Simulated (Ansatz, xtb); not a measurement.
Species: C5H3O2, charge 0, multiplicity 2. It need not be the lowest isomer of its formula. 
Coordinates optimised at B3LYP-D3(BJ)/def2-TZVP (Ansatz, an electronic-structure program):
```xyz
10

C     -1.9556     0.2534     0.2470
C     -1.4525    -1.0136     0.2931
O     -0.1206    -1.0167     0.1094
C      0.2614     0.3004    -0.0635
C     -0.8449     1.1028     0.0161
C      1.6351     0.6409    -0.2843
O      2.6056    -0.0382    -0.3564
H     -2.9873     0.5366     0.3637
H     -1.9126    -1.9754     0.4444
H     -0.8413     2.1750    -0.0822
```
Charge 0, spin multiplicity 2.

Harmonic wavenumbers from GFN2-xTB (xtb, at its own minimum), cm⁻¹: 122, 147, 167, 499, 547, 556, 575, 670, 685, 840, 841, 893, 1029, 1088, 1103, 1182, 1243, 1340, 1359, 1478, 2198, 3175, 3188, 3203.

Q: Give the harmonic wavenumbers at B3LYP-D3(BJ)/def2-TZVP (Ansatz, finite differences of forces, unscaled).

A: 140, 194, 343, 503, 609, 655, 719, 784, 867, 900, 912, 924, 1037, 1106, 1168, 1201, 1260, 1422, 1481, 1598, 1877, 3255, 3265, 3277 cm⁻¹. Zero-point energy 42.2 kcal/mol.

Q: From these and the geometry, give the ideal-gas thermochemistry at 298.15 K and 1 atm (rigid rotor, harmonic oscillator).

A: Point group Cs, rotational symmetry number 1. Rotational constants 8.654, 2.098, 1.688 GHz. S(trans) 39.57, S(rot) 26.75, S(vib) 9.00, S(elec, spin only) 1.38, S 76.7 cal/(mol K). H(298) - H(0) 4.02 kcal/mol; G - E(el) 23.3 kcal/mol.
